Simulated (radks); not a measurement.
Q: The mean radii <r> (bohr) of the occupied orbitals of an atom or ion are listed with their occupations. Calculated with a radial shooting solver on a logarithmic mesh with Libxc functionals: Dirac Kohn-Sham, BLYP, spin-unpolarised, spherical densities, finite nucleus; Fermi nuclear charge, rms radius of each element as measured or else 0.836 A^(1/3) + 0.57 fm.

orbital  occ.      <r>
1s1/2       2  0.01801
2s1/2       2  0.07371
2p1/2       2  0.06066
2p3/2       2  0.06824

Name the element and its charge. Open shells, if any, fill j = l - 1/2 first.

A: Z = 75, rhenium, charge +67: Re67+ in [He] 2s2 2p4. The 1s radius gives Z: for a bare nucleus <r> = (2 gamma + 1)/(2Z) with gamma = sqrt(1 - (Z/c)^2), 0.01783 bohr for Z = 75, and screening makes it slightly larger (0.01801 here). The occupations add up to 8, and the charge is Z minus that.
